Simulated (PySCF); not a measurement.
**Magnetic susceptibility: `C#[C][GaH][CH2][CH2][GeH3]`, C4H9GaGe**

Molfile (atoms numbered from 1):
```
C4H9GaGe
     RDKit          3D

 15 14  0  0  0  0  0  0  0  0999 V2000
    3.6420    0.2724   -0.7639 C   0  0  0  0  0  0  0  0  0  0  0  0
    2.7853   -0.4951   -0.3542 C   0  0  0  0  0  0  0  0  0  0  0  0
    1.3987   -1.6653    0.2891 Ga  0  0  0  0  0  3  0  0  0  0  0  0
   -0.4240   -0.9171    0.3700 C   0  0  0  0  0  0  0  0  0  0  0  0
   -0.5719    0.4749   -0.2424 C   0  0  0  0  0  0  0  0  0  0  0  0
   -2.3816    1.2149   -0.0579 Ge  0  0  0  0  0  4  0  0  0  0  0  0
    4.4015    0.9438   -1.1252 H   0  0  0  0  0  0  0  0  0  0  0  0
    1.7987   -3.1192    0.7147 H   0  0  0  0  0  0  0  0  0  0  0  0
   -1.1073   -1.6435   -0.1054 H   0  0  0  0  0  0  0  0  0  0  0  0
   -0.7176   -0.9198    1.4366 H   0  0  0  0  0  0  0  0  0  0  0  0
    0.1320    1.1884    0.2161 H   0  0  0  0  0  0  0  0  0  0  0  0
   -0.3207    0.4651   -1.3155 H   0  0  0  0  0  0  0  0  0  0  0  0
   -3.4034    0.2594   -0.7096 H   0  0  0  0  0  0  0  0  0  0  0  0
   -2.5013    2.6008   -0.7244 H   0  0  0  0  0  0  0  0  0  0  0  0
   -2.7346    1.3500    1.4384 H   0  0  0  0  0  0  0  0  0  0  0  0
  1  2  3  0
  2  3  1  0
  3  4  1  0
  4  5  1  0
  5  6  1  0
  1  7  1  0
  3  8  1  0
  4  9  1  0
  4 10  1  0
  5 11  1  0
  5 12  1  0
  6 13  1  0
  6 14  1  0
  6 15  1  0
M  END
```

Method: GIAO PBE0/pcSseg-1 magnetisability, rotational g tensor and spin-rotation constants, non-relativistic, gas phase in PySCF 2.14.0. Geometry: PBE0-D3(BJ)/def2-SVP.

The calculation is non-relativistic, which matters for the atoms heavier than Zn.

Problem. What are the magnetisability and the molar susceptibility?

Solution. Isotropic -1565 × 10⁻³⁰ J/T², or -94.2 × 10⁻⁶ cm³/mol; principal values -1614, -1574, -1506 × 10⁻³⁰ J/T², anisotropy 94 × 10⁻³⁰ J/T² (root of half the summed squared differences of the principal values). The susceptibility is in cgs units.

Problem. Split it along the inertial axes a, b, c into diamagnetic and paramagnetic parts about the centre of mass, with the quadrupole moment.

Solution. 
```tsv
axis	χ (10⁻⁶ cm³/mol)	diamagnetic (10⁻⁶ cm³/mol)	paramagnetic (10⁻⁶ cm³/mol)	summed x² of all electrons (Å²)	quadrupole Θ (D Å)
a	-92.7	-487.2	394.4	525.6	-10.05
b	-92.9	-2309.9	2217.0	96.0	+6.20
c	-97.1	-2637.3	2540.2	18.8	+3.84
```
Anisotropies 2χaa − χbb − χcc = +4.5 and 2χbb − χaa − χcc = +4.0 × 10⁻⁶ cm³/mol. Θ is traceless in Buckingham's convention.

Problem. And the rotational g tensor?

Solution. 
| axis | rotational constant (GHz) | g | nuclear part | electronic part |
| --- | --- | --- | --- | --- |
| a | 3.2930 | -0.0185 | 0.5917 | -0.6102 |
| b | 0.4697 | -0.0047 | 0.4845 | -0.4892 |
| c | 0.4155 | -0.0031 | 0.4927 | -0.4958 |

Asymmetric top; isotopes 12C, 69Ga, 74Ge, 1H; no vibrational averaging.
